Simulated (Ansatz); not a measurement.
A run for Ansatz (an electronic-structure program): U-PBE/def2-TZVPP on HOW (SMILES [OH][W]), 2S+1 = 2, a spin state set in the input, which need not be the lowest. Elements past Kr take the def2 small-core potentials; no spin–orbit coupling.

Ansatz 0.2 input:
```yaml
crystal:
  periodic: [false, false, false]
  atoms:
    - {symbol: W, position_ang: [-0.95281716, -0.66235504, -0.82576813]}
    - {symbol: O, position_ang: [0.42048852, -0.12025351, 0.28212732]}
    - {symbol: H, position_ang: [0.49915992, 0.82998015, 0.47332118]}
basis:
  gaussian:
    orbitals: def2-TZVPP
hamiltonian:
  xc: {name: PBE}
magnetization: {spin_polarized: true, initial_magnetization: 1}
```

Problem. Give the final energy of this run.

Solution. -142.7875 hartree. Its determinant has ⟨S²⟩ = 2.03, a mixture of spin states.

Problem. How many basis functions does it have, and what does it roughly cost on one machine?

Solution. 101 functions; around 40 core-seconds (rough).
